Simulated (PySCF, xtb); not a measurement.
Cl2H2SSi, SMILES S[SiH](Cl)Cl.

Coordinates come from a r2SCAN-D4/def2-SVP optimisation. The values are those of a single conformer.

Computed with C-PCM-ωB97X/def2-SVP (PySCF).

The values are the electrostatic part of the solvation free energy, E(continuum) − E(gas) at the gas-phase geometry, in a cavity of scaled van der Waals radii (PySCF's table); cavitation and dispersion terms are not included. In vacuum the orbital gap is 12.69 eV. The dipole moment in vacuum is 1.81 D.

### Question
Estimate the values in water (ε = 78.36), 2-propanol (ε = 19.26), acetone (ε = 20.49). (Estimate from the structure and the level; the computed values follow.)

### Answer

```
solvent         ε  ΔG(elec) (kcal/mol)  dipole (D)  gap (eV)
----------  -----  -------------------  ----------  --------
water       78.36                 -3.2        2.46     12.78
2-propanol  19.26                 -3.0        2.43     12.78
acetone     20.49                 -3.0        2.43     12.78
```

For comparison, GFN2-xTB/ALPB(water) (xtb, at the GFN2-xTB geometry, all terms of that model) gives -1.5 kcal/mol.
